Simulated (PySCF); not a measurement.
Molecule: `C#CC(=O)CC#CC(F)F`, C7H4F2O.

Geometry (Å), atoms numbered from 1 in this order:
```xyz
14

C     4.040   -0.128    0.673
C     2.842   -0.054    0.729
C     1.408    0.034    0.822
O     0.807    0.050    1.862
C     0.764    0.102   -0.562
C    -0.674    0.189   -0.489
C    -1.859    0.260   -0.325
C    -3.306    0.347   -0.236
F    -3.903   -0.690   -0.880
F    -3.770    1.478   -0.829
H     5.087   -0.193    0.615
H     1.163    0.975   -1.087
H     1.056   -0.789   -1.125
H    -3.656    0.344    0.810
```

Frames of a GFN2-xTB Langevin trajectory at 300 K; GIAO PBE0/pcSseg-1 shieldings in PySCF 2.14.0 with density-fitted response routines, gas phase, non-relativistic; equivalent atoms averaged within each frame.

Scale: $^{13}$C (σ = 186.93 ppm) and $^{1}$H (σ = 31.72 ppm) vs TMS; $^{17}$O (σ = 336.08 ppm) against H2O; $^{19}$F (σ = 170.95 ppm) vs CFCl3 (reference shieldings calculated alike). The references are static minima.

**Question.** How do the shifts (ppm) fluctuate along the trajectory?

**Answer.** 
```
         time (fs)     C3     C8     C1     C6    C7    C2    C5     O4  F9/F10   H14
               250  180.7  112.0   96.0   94.0  87.5  81.8  46.3  703.4  -121.7  6.33
               425  179.2  109.9   96.1   85.5  88.7  90.5  44.4  684.0  -125.5  7.04
               625  188.8  119.4  101.8   94.7  88.0  84.3  47.4  740.2  -100.9  7.59
               800  177.7  111.8   85.2  101.9  85.5  85.4  36.9  693.5  -111.5  6.10
              1000  181.6  104.5   98.4   87.0  88.8  82.0  45.1  722.3  -128.1  5.97
    mean of frames  181.6  111.5   95.5   92.6  87.7  84.8  44.0  708.7  -117.5  6.61
standard deviation    4.3    5.3    6.2    6.6   1.3   3.5   4.1   22.6    11.2  0.69
```

5 frames give an uncertainty of the mean of about the standard deviation over 2.2 at best, since frames this close in time may not be independent; classical motion lacks zero-point vibration, and the reference would need the same averaging.
